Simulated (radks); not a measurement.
The numbers below are computed, except where a source is named.
Ionisation of neutral chlorine, [Ne] 3s2 3p5, to [Ne] 3s2 3p4 as the strength of local exchange is varied. Code: a radial shooting solver on a logarithmic mesh with Libxc functionals. Model: Dirac Kohn-Sham, Slater X-alpha exchange (alpha = 2/3 is LDA exchange), no correlation, spin-unpolarised, spherical densities, finite nucleus; open shells fill j = l - 1/2 first; Fermi nuclear charge, rms radius 3.3654 fm.

| alpha | E(Cl) (hartree) | exchange (hartree) | IE (eV) | -e of the level emptied (eV) | <r> of it (bohr) |
|---|---|---|---|---|---|
| 0.667 | -458.80702 | -25.37165 | 12.603 | 7.413 (3p3/2) | 1.871 |
| 0.708 | -460.36889 | -27.01055 | 13.126 | 7.875 (3p3/2) | 1.851 |
| 0.818 | -464.58196 | -31.45254 | 14.577 | 9.166 (3p3/2) | 1.800 |
| 0.858 | -466.12216 | -33.08403 | 15.121 | 9.655 (3p3/2) | 1.783 |
| 0.915 | -468.32447 | -35.42381 | 15.911 | 10.368 (3p3/2) | 1.759 |

NIST Atomic Spectra Database: 12.968 eV (measured). The Delta-SCF value meets it near alpha = 0.70. Spin polarisation and multiplet splitting are left out, so open shells lie too high by an amount that depends on their filling.

Beside tabulated values, note that spin-unpolarised runs miss the spin-polarisation part of the exchange energy of open shells.
